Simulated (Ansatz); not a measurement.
System: SiO2, charge 0, triplet. This triplet is an excited state, 2.7 eV above the singlet at CCSD(T)/cc-pV(5+d)Z (Ansatz, a program for electronic structure). SiO2 (parent SMILES O=[Si]=O, triplet).
B3LYP-D3(BJ)/def2-TZVP minimum from Ansatz:
```xyz
3

O     -1.3009     0.3075    -0.3336
Si    -0.0120    -0.2536     0.3983
O      1.3219     0.1363    -0.3633
```
Charge 0, spin multiplicity 3.

Total energies in cc-pV(D+d)Z, 16 correlated electrons, 7 frozen orbitals. Radicals and triplets start from unrestricted determinants; spin-orbit coupling is neglected. Cores are frozen in correlated methods. No relativity. The UHF reference of O2Si (parent SMILES O=[Si]=O, triplet) is spin-contaminated (<S^2> up to 0.03 over the pure value in the sets run). The spin of O2Si (parent SMILES O=[Si]=O, triplet) was assumed, and the state is the lowest solution found for it.

| method | program | energy (Eh) | minus CCSDT(Q) (mEh) |
|---|---|---|---|
| HF | Ansatz | -438.61056 | 441.92 |
| MP2 | Ansatz | -438.97974 | 72.74 |
| CCSD | Ansatz | -439.02949 | 22.99 |
| CCSD(T) | Ansatz | -439.04486 | 7.62 |
| CCSDT(Q) | Ansatz | -439.05248 | 0.00 |

Rough core times of Ansatz's runs on a shared machine: CCSD(T) 20 s, CCSDT(Q) 5 min.
